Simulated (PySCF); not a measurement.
C9H9FO.
Atom-mapped SMILES: `[CH3:1][C:2](=[O:3])[C@@:4]12[C@@H:5]3[C@H:6]4[C@@H:7]([CH2:8][C@H:9]13)[C@@:10]24[F:11]`

Geometry (PBE0-D3(BJ)/def2-SVP, Å), atoms numbered from 1 in this order:
```
atom  x, y, z in Å
C1     2.7765    0.2227    0.3699
C2     1.7592   -0.1807   -0.6620
O3     2.0677   -0.5990   -1.7578
C4     0.3371   -0.0400   -0.2873
C5    -0.7466    0.5547   -1.1861
C6    -1.4007    1.2232    0.0345
C7    -1.7306    0.0380    0.9462
C8    -1.7881   -1.2447    0.1525
C9    -0.7566   -0.9073   -0.8978
C10   -0.3563    0.6195    0.9165
F11    0.2928    1.1186    1.9800
H12    3.7872    0.0791   -0.0308
H13    2.6261    1.2731    0.6629
H14    2.6425   -0.3736    1.2863
H15   -0.5678    0.9955   -2.1672
H16   -1.9173    2.1819    0.0706
H17   -2.3575    0.2319    1.8192
H18   -2.7805   -1.4252   -0.2907
H19   -1.5022   -2.1232    0.7522
H20   -0.4377   -1.6052   -1.6749
```

NICS = −σ at a ghost point: NICS(0) at the centroid of the ring atoms, NICS(1) 1 Å to either side along the normal of their mean plane, zz for the tensor component along that normal. Level: GIAO PBE0/pcSseg-1 (PySCF, non-relativistic, gas phase) on the PBE0-D3(BJ)/def2-SVP geometry, one conformer.

Rings: 1. C4–C5–C6–C10; 2. C4–C5–C9; 3. C4–C9–C8–C7–C10; 4. C6–C7–C10.

```
set  NICS(0)  NICS(1), two faces  NICS(1)zz, two faces
  P    -14.7        -23.5 / -3.4          -19.9 / -5.2
  Q    -41.3        -7.3 / -15.6         -19.7 / -37.6
  R    -15.2         -16.1 / 2.3          -12.3 / 10.2
  S    -47.6        -15.5 / -9.2         -37.8 / -26.6
```

Question: Which set (ppm) belongs to which ring?

Answer: P = 3, Q = 4, R = 1, S = 2.
- 1 (4-membered carbocycle; formal bonds all single): mean NICS(1)zz -1.1 ppm, near zero. C4, C5, C6, C10 have four or more neighbours; no verdict on aromaticity is drawn.
- 2 (3-membered carbocycle; formal bonds all single): mean NICS(1)zz -32.2 ppm, shielded. C4, C5, C9 have four or more neighbours, and the NICS criterion for π rings isn't applied.
- 3 (5-membered carbocycle; formal bonds all single): mean NICS(1)zz -12.5 ppm, shielded. C4, C7, C8, C9, C10 have four or more neighbours, so the value isn't read as a sign of a π ring current.
- 4 (3-membered carbocycle; formal bonds all single): mean NICS(1)zz -28.6 ppm, shielded. C6, C7, C10 have four or more neighbours, so the value isn't read as a sign of a π ring current.

Question: How do the rings differ in shape?

Answer: 
```json
{"ring": "1", "bond lengths (Å)": "1.528, 1.538, 1.494, 1.538", "rms pucker (Å)": "0.01", "HOMA": "–", "nearest outside atom to a NICS(1) probe (Å)": "carbon 1.16"}
{"ring": "2", "bond lengths (Å)": "1.528, 1.490, 1.524", "rms pucker (Å)": "0.00", "HOMA": "–", "nearest outside atom to a NICS(1) probe (Å)": "carbon 1.21"}
{"ring": "3", "bond lengths (Å)": "1.524, 1.510, 1.510, 1.493, 1.538", "rms pucker (Å)": "0.15", "HOMA": "–", "nearest outside atom to a NICS(1) probe (Å)": "carbon 0.96"}
{"ring": "4", "bond lengths (Å)": "1.531, 1.493, 1.494", "rms pucker (Å)": "0.00", "HOMA": "–", "nearest outside atom to a NICS(1) probe (Å)": "carbon 1.21"}
```
